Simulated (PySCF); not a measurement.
BBr₂, multiplicity 2. Atoms are numbered in the order given.

```xyz
3

Br     0.0000    -1.6871     0.0566
B      0.0000     0.0000    -0.7927
Br     0.0000     1.6871     0.0566
```
Charge 0, spin multiplicity 2.

Coordinates come from a B3LYP-D3(BJ)/def2-TZVP optimisation. The isomer is the one that the SMILES or the coordinates give; other isomers of the formula were not compared.

These are B3LYP-D3(BJ)/def2-TZVP (PySCF) values and carry that method's errors.

Frequencies are harmonic and unscaled.

Computed vibrational spectrum:
| mode | ν (cm⁻¹) | IR (km/mol) | moving atoms (share of kinetic energy) |
|---|---|---|---|
| 1 | 173 | 0.0 | Br 90 %, B 10 % |
| 2 | 545 | 9.2 | B 84 %, Br 16 % |
| 3 | 838 | 350.7 | B 92 % |
